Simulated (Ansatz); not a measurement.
`[OH][SnH2][NH][SiH3]` + H₂S → `[OH][SnH2][SH]` + `N[SiH3]`  (ligand exchange at the Sn–N bond)

Computed with Ansatz on PBE0-D4/def2-TZVP structures; ΔE is electronic, products minus reactants. CCSD(T)/CBS adds triple-zeta CCSD(T) − MP2 to the extrapolated MP2 energy (def2 sets, frozen cores). This one scheme is used for every species. DFT in def2-TZVPP. B3LYP here is the variant with VWN-RPA as its local correlation; programs differ in this. def2 core potentials past Kr. For Sn outer-core shells are correlated without core-valence functions, which leaves a few kJ/mol of doubt a bond. Each species was taken in one conformer, which may not be the lowest.

| level | ΔE (kJ/mol) |
| --- | --- |
| B3LYP | -57.3 |
| HF/def2-TZVPP | -54.0 |

**Question.** What does CCSD(T)/CBS give? (Best estimate.)

**Answer.** Ansatz gave: -47.1 kJ/mol. The listed levels differ from it by -10.2, -6.9 kJ/mol.

Largest T1 diagnostic among the species: 0.013.

The D4 term adds +4.7 kJ/mol with B3LYP and +2.8 kJ/mol with PBE0; it sums over pairs of atoms, weighted by their polarisabilities, and B3LYP, whose exchange is more repulsive, gets the larger term. In def2-TZVPP, CCSD(T) changes the Hartree–Fock value by +10.6 kJ/mol (the triples alone add +0.7 kJ/mol) and MP2 by +8.3 kJ/mol.
